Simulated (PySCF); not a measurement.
Isomers of C6H5F3O, one GFN2-xTB conformer each. Single-point energies are computed at PBE0/pcSseg-1 (PySCF, gas phase, no added dispersion term), electronic only.

Question: Rank them by PBE0/pcSseg-1 energy, lowest first (kJ/mol).
A. `[CH2:1]=[C:2]=[C:3]([CH3:4])[C:5](=[O:6])[C:7]([F:8])([F:9])[F:10]` with C2–C3–C5–O6 -179°
B. `[CH3:1][CH:2]=[C:3]=[CH:4][C:5](=[O:6])[C:7]([F:8])([F:9])[F:10]` with C3–C4–C5–O6 -179°
C. `[CH2:1]=[C:2]1[CH:3]=[C:4]1[O:5][CH2:6][C:7]([F:8])([F:9])[F:10]` with C3–C4–O5–C6 -3°, C4–O5–C6–C7 -81°
D. `[F:1][CH2:2]/[C:3]([F:4])=[C:5]1\[CH:6]=[C:7]([F:8])[CH2:9][O:10]1` with F1–C2–C3–F4 -135°
E. `[CH2:1]=[C:2]=[C:3]=[CH:4][CH2:5][O:6][C:7]([F:8])([F:9])[F:10]` with C3–C4–C5–O6 7°, C4–C5–O6–C7 88°
F. `O=C1C=C(C(F)(F)F)CC1`

Answer: F (0.0), A (164.4), B (164.9), D (204.5), E (255.4), C (332.7).

As drawn, the lowest has a C=O bond, which the highest lacks; the highest has a three-membered ring, which the lowest lacks. Neighbours under 10 kJ/mol apart (C=C=C(C)C(=O)C(F)(F)F and CC=C=CC(=O)C(F)(F)F) can change places with a better method, another conformer or zero-point energy. GFN2-xTB itself gives, in the same order: 0.0, 170.6, 171.4, 76.0, 198.3, 286.7. Both levels put the same isomer lowest; measured from each level's own lowest isomer, the values differ by up to 128.5 kJ/mol (FC/C(F)=C1\C=C(F)CO1: 76.0 against 204.5).

Question: Which frontier levels, dipoles and rotational constants go with these structures?

Answer: 
```json
{"SMILES": "O=C1C=C(C(F)(F)F)CC1", "HOMO (eV, PBE0/pcSseg-1)": "-7.68", "LUMO (eV)": "-2.15", "dipole (D)": "2.17", "A, B, C (MHz)": "2875, 817.0, 721.6"}
{"SMILES": "C=C=C(C)C(=O)C(F)(F)F", "HOMO (eV, PBE0/pcSseg-1)": "-8.10", "LUMO (eV)": "-2.26", "dipole (D)": "3.81", "A, B, C (MHz)": "1790, 1258, 857.8"}
{"SMILES": "CC=C=CC(=O)C(F)(F)F", "HOMO (eV, PBE0/pcSseg-1)": "-7.92", "LUMO (eV)": "-2.26", "dipole (D)": "4.47", "A, B, C (MHz)": "2203, 953.6, 785.9"}
{"SMILES": "FC/C(F)=C1\\C=C(F)CO1", "HOMO (eV, PBE0/pcSseg-1)": "-6.20", "LUMO (eV)": "-0.84", "dipole (D)": "1.59", "A, B, C (MHz)": "2267, 860.3, 640.3"}
{"SMILES": "C=C=C=CCOC(F)(F)F", "HOMO (eV, PBE0/pcSseg-1)": "-7.16", "LUMO (eV)": "-1.73", "dipole (D)": "2.49", "A, B, C (MHz)": "2180, 904.3, 732.6"}
{"SMILES": "C=C1C=C1OCC(F)(F)F", "HOMO (eV, PBE0/pcSseg-1)": "-5.98", "LUMO (eV)": "0.06", "dipole (D)": "2.90", "A, B, C (MHz)": "3365, 689.1, 667.9"}
```
